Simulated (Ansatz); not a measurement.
# Nudged elastic band run: F₂GeH₆

Input file:

```yaml
crystal:
  periodic: [false, false, false]
  atoms:
    - { symbol: Ge, position_ang: [-0.862289, 0.540546, -0.882412] }
    - { symbol: H, position_ang: [0.433186, 1.096074, -0.217019] }
    - { symbol: H, position_ang: [-1.350435, 1.676422, -1.803488] }
    - { symbol: H, position_ang: [-1.891989, 0.256056, 0.214282] }
    - { symbol: H, position_ang: [-0.498598, -0.699537, -1.703433] }
    - { symbol: H, position_ang: [0.787781, -1.377561, 1.248745] }
    - { symbol: F, position_ang: [0.018461, -1.809401, 0.927082] }
    - { symbol: H, position_ang: [1.463507, 0.450992, 0.811197] }
    - { symbol: F, position_ang: [1.900276, -0.133492, 1.405045] }
basis:
  gaussian: { orbitals: def2-SVP }
hamiltonian:
  xc: b3lyp
  dispersion: d4
neb:
  order_check: false
  images: 7
  f_tol: 0.03
  max_iterations: 60
  final_atoms:
    - { symbol: Ge, position_ang: [-1.22064757, -0.28686644, -0.72584547] }
    - { symbol: H, position_ang: [2.52318389, 1.39148642, -0.01657383] }
    - { symbol: H, position_ang: [-0.59233667, 1.09475803, -0.92942657] }
    - { symbol: H, position_ang: [-2.25747168, -0.350071, 0.40106512] }
    - { symbol: H, position_ang: [-1.71876629, -0.92030585, -2.03392931] }
    - { symbol: H, position_ang: [0.59462023, -0.67284589, 1.19918838] }
    - { symbol: F, position_ang: [0.11283208, -1.36245781, -0.21801623] }
    - { symbol: H, position_ang: [2.04040871, 1.08832928, 0.48783677] }
    - { symbol: F, position_ang: [0.51807731, 0.01807226, 1.83570014] }
  initial_path:
    images:
      - { positions_ang: [[-0.862289, 0.540546, -0.882412], [0.433186, 1.096074, -0.217019], [-1.350435, 1.676422, -1.803488], [-1.891989, 0.256056, 0.214282], [-0.498598, -0.699537, -1.703433], [0.787781, -1.377561, 1.248745], [0.018461, -1.809401, 0.927082], [1.463507, 0.450992, 0.811197], [1.900276, -0.133492, 1.405045]] }
      - { positions_ang: [[-0.86858298, 0.45836897, -0.84687814], [0.51406932, 1.08154543, -0.15803685], [-1.28844958, 1.63712568, -1.73798805], [-1.91797773, 0.22685482, 0.22595605], [-0.51759777, -0.73826697, -1.71290265], [0.80656139, -1.29284073, 1.22141523], [-0.02095504, -1.68034187, 0.82944639], [1.42838226, 0.47941397, 0.77428291], [1.86445013, -0.1717603, 1.40470411]] }
      - { positions_ang: [[-0.87487696, 0.37619194, -0.81134428], [0.59495265, 1.06701686, -0.09905471], [-1.22646416, 1.59782936, -1.67248811], [-1.94396647, 0.19765365, 0.23763011], [-0.53659754, -0.77699693, -1.72237231], [0.82534178, -1.20812047, 1.19408545], [-0.06037108, -1.55128274, 0.73181078], [1.39325751, 0.50783594, 0.73736883], [1.82862426, -0.2100286, 1.40436322]] }
      - { positions_ang: [[-0.88117093, 0.29401491, -0.77581041], [0.67583597, 1.05248829, -0.04007256], [-1.16447875, 1.55853304, -1.60698816], [-1.9699552, 0.16845247, 0.24930416], [-0.55559731, -0.8157269, -1.73184196], [0.84412217, -1.1234002, 1.16675568], [-0.09978712, -1.42222362, 0.63417518], [1.35813277, 0.53625791, 0.70045474], [1.79279839, -0.2482969, 1.40402233]] }
      - { positions_ang: [[-0.88746491, 0.21183788, -0.74027655], [0.75671929, 1.03795972, 0.01890959], [-1.10249333, 1.51923672, -1.54148822], [-1.99594393, 0.13925129, 0.26097822], [-0.57459708, -0.85445686, -1.74131161], [0.86290257, -1.03867994, 1.1394259], [-0.13920315, -1.29316449, 0.53653957], [1.32300803, 0.56467988, 0.66354066], [1.75697252, -0.2865652, 1.40368144]] }
      - { positions_ang: [[-0.97076058, 0.0871618, -0.73666878], [1.19833544, 1.12634139, 0.01003873], [-0.97495416, 1.41311705, -1.38847281], [-2.06132587, 0.01692072, 0.29599994], [-0.86063938, -0.87091911, -1.81446604], [0.79583198, -0.94722142, 1.15436652], [-0.07619435, -1.31048782, 0.34790062], [1.5023582, 0.69559223, 0.61961469], [1.44724871, -0.21040583, 1.51168612]] }
      - { positions_ang: [[-1.05405624, -0.03751428, -0.73306101], [1.63995159, 1.21472307, 0.00116788], [-0.847415, 1.30699738, -1.2354574], [-2.1267078, -0.10540985, 0.33102167], [-1.14668169, -0.88738136, -1.88762046], [0.7287614, -0.85576291, 1.16930714], [-0.01318554, -1.32781115, 0.15926167], [1.68170837, 0.82650458, 0.57568871], [1.13752491, -0.13424647, 1.61969079]] }
      - { positions_ang: [[-1.13735191, -0.16219036, -0.72945324], [2.08156774, 1.30310474, -0.00770298], [-0.71987583, 1.2008777, -1.08244198], [-2.19208974, -0.22774043, 0.3660434], [-1.43272399, -0.9038436, -1.96077488], [0.66169081, -0.7643044, 1.18424776], [0.04982327, -1.34513448, -0.02937728], [1.86105854, 0.95741693, 0.53176274], [0.82780111, -0.0580871, 1.72769547]] }
      - { positions_ang: [[-1.22064757, -0.28686644, -0.72584547], [2.52318389, 1.39148642, -0.01657383], [-0.59233667, 1.09475803, -0.92942657], [-2.25747168, -0.350071, 0.40106512], [-1.71876629, -0.92030585, -2.03392931], [0.59462023, -0.67284589, 1.19918838], [0.11283208, -1.36245781, -0.21801623], [2.04040871, 1.08832928, 0.48783677], [0.51807731, 0.01807226, 1.83570014]] }
```

Run as:

```bash
$ ansatz run input.yaml --threads 2 --pin off --max-ram 3072MiB --backend cpu --events-out ev --progress --plain --runs-dir out
```

Output, in part (warnings, iteration lines, the closing report on the highest movable image, with atoms numbered from 0):

```
NEB end point (image 0): max|allowed force component| = 9.079e-3 eV/Å (the criterion of neb.relax_end_points is 1.000e-2)
NEB end point (image 8): max|allowed force component| = 5.614e-3 eV/Å (the criterion of neb.relax_end_points is 1.000e-2)
NEB iter   1: max|band force component| = 3.312e0 eV/Å  barrier→ = 2.0975 eV  barrier← = 2.5209 eV  Δτ_max = 0.2000 Å  (209 SCF iters)
NEB iter   2: max|band force component| = 1.782e0 eV/Å  barrier→ = 1.6741 eV  barrier← = 2.0975 eV  Δτ_max = 0.2000 Å  (195 SCF iters)
NEB iter   3: max|band force component| = 1.923e0 eV/Å  barrier→ = 1.6983 eV  barrier← = 2.1218 eV  Δτ_max = 0.1022 Å  (192 SCF iters)
NEB iter   4: max|band force component| = 1.571e0 eV/Å  barrier→ = 1.5258 eV  barrier← = 1.9493 eV  Δτ_max = 0.0997 Å  (182 SCF iters)
NEB iter   5: max|band force component| = 1.389e0 eV/Å  barrier→ = 1.5479 eV  barrier← = 1.9714 eV  Δτ_max = 0.1024 Å  (176 SCF iters)
NEB iter   6: max|band force component| = 8.773e-1 eV/Å  barrier→ = 1.4576 eV  barrier← = 1.8811 eV  Δτ_max = 0.1002 Å  (176 SCF iters)
NEB iter   7: max|band force component| = 9.687e-1 eV/Å  barrier→ = 1.5303 eV  barrier← = 1.9537 eV  Δτ_max = 0.0502 Å  (180 SCF iters)
NEB iter   8: max|band force component| = 6.834e-1 eV/Å  barrier→ = 1.4714 eV  barrier← = 1.8948 eV  CI = image 3  Δτ_max = 0.1005 Å  (177 SCF iters)
NEB iter   9: max|band force component| = 4.032e-1 eV/Å  barrier→ = 1.4392 eV  barrier← = 1.8626 eV  CI = image 3  Δτ_max = 0.1947 Å  (177 SCF iters)
NEB iter  10: max|band force component| = 2.813e-1 eV/Å  barrier→ = 1.4235 eV  barrier← = 1.8470 eV  CI = image 3  Δτ_max = 0.1945 Å  (179 SCF iters)
NEB iter  11: max|band force component| = 2.278e-1 eV/Å  barrier→ = 1.4170 eV  barrier← = 1.8404 eV  CI = image 3  Δτ_max = 0.1770 Å  (176 SCF iters)
NEB iter  12: max|band force component| = 4.205e-1 eV/Å  barrier→ = 1.4107 eV  barrier← = 1.8341 eV  CI = image 3  Δτ_max = 0.0852 Å  (179 SCF iters)
NEB iter  13: max|band force component| = 1.838e-1 eV/Å  barrier→ = 1.4050 eV  barrier← = 1.8284 eV  CI = image 3  Δτ_max = 0.0877 Å  (173 SCF iters)
NEB iter  14: max|band force component| = 1.331e-1 eV/Å  barrier→ = 1.4008 eV  barrier← = 1.8243 eV  CI = image 3  Δτ_max = 0.0876 Å  (171 SCF iters)
NEB iter  15: max|band force component| = 8.212e-2 eV/Å  barrier→ = 1.3970 eV  barrier← = 1.8204 eV  CI = image 3  Δτ_max = 0.0875 Å  (175 SCF iters)
NEB iter  16: max|band force component| = 7.680e-2 eV/Å  barrier→ = 1.3949 eV  barrier← = 1.8183 eV  CI = image 3  Δτ_max = 0.0888 Å  (176 SCF iters)
NEB iter  17: max|band force component| = 8.453e-2 eV/Å  barrier→ = 1.3936 eV  barrier← = 1.8170 eV  CI = image 3  Δτ_max = 0.0438 Å  (181 SCF iters)
NEB iter  18: max|band force component| = 4.014e-2 eV/Å  barrier→ = 1.3933 eV  barrier← = 1.8167 eV  CI = image 3  Δτ_max = 0.0438 Å  (184 SCF iters)
NEB iter  19: max|band force component| = 3.800e-2 eV/Å  barrier→ = 1.3931 eV  barrier← = 1.8165 eV  CI = image 3  Δτ_max = 0.0219 Å  (180 SCF iters)
NEB iter  20: max|band force component| = 3.072e-2 eV/Å  barrier→ = 1.3928 eV  barrier← = 1.8163 eV  CI = image 3  Δτ_max = 0.0219 Å  (180 SCF iters)
NEB iter  21: max|band force component| = 1.835e-2 eV/Å  barrier→ = 1.3927 eV  barrier← = 1.8162 eV  CI = image 3  Δτ_max = 0.0000 Å  (345 SCF iters)
Total energy: -62038.14887634 eV, -2279.8599202378 hartree
Atom 0 at    -0.823088     0.150718    -0.678894 Å, force    -0.003756    -0.006349    -0.004061 eV/Å
Atom 1 at     0.659089     0.983223    -0.050259 Å, force     0.006039     0.001930    -0.000593 eV/Å
Atom 2 at    -0.861325     1.535668    -1.408937 Å, force    -0.000291     0.000371     0.002752 eV/Å
Atom 3 at    -2.026587     0.147165     0.270874 Å, force     0.004499     0.001094     0.001460 eV/Å
Atom 4 at    -0.691877    -0.889305    -1.799081 Å, force    -0.004443    -0.000382    -0.000323 eV/Å
Atom 5 at     0.917164    -0.925732     1.117064 Å, force    -0.011465    -0.004231    -0.004604 eV/Å
Atom 6 at    -0.033363    -1.314760     0.514557 Å, force     0.003577    -0.000990    -0.003738 eV/Å
Atom 7 at     1.154170     0.560973     0.584862 Å, force    -0.000520     0.002525    -0.000980 eV/Å
Atom 8 at     1.705717    -0.247851     1.449813 Å, force     0.006359     0.006032     0.010085 eV/Å
Dipole moment:    -0.221586     0.205301    -0.256115 e Å
```

It converged. The profile has 2 maxima (images 1, 3) with wells between them (image 2): this band takes more than one step, which may be the mechanism or a detour left from its start path. Neighbouring images differ by up to 1.4 eV, so the band resolves the path poorly. A vibrational analysis at the climbing image gives 2 clearly imaginary modes (998i, 65i cm⁻¹): a point of higher order, so a lower path passes nearby. The orbitals stay closed-shell, which can raise the energy where a bond breaks towards radicals; this wasn't checked here.

Final band (atoms are numbered from 1 in the order of the input):

```tsv
image	path coordinate (Å)	energy (kJ/mol)	Ge1–H2 (Å)	H6–F7 (Å)	H8–F9 (Å)
0	0.00	0.0	1.56	0.94	0.94
1	1.08	4.3	1.56	0.94	0.94
2	2.15	1.9	1.56	0.94	0.94
3	3.23	134.4	1.81	1.19	1.31
4	4.10	32.6	2.41	1.51	1.82
5	4.97	-24.9	3.11	1.65	2.14
6	5.83	-32.1	3.66	1.66	2.22
7	6.70	-36.8	3.86	1.64	2.24
8	7.56	-40.9	4.16	1.65	2.30
```

Run time: 5.3 min on 2 threads of Intel(R) Xeon(R) Platinum 8488C (Sapphire Rapids), on a shared host, peak memory 0.23 GiB.
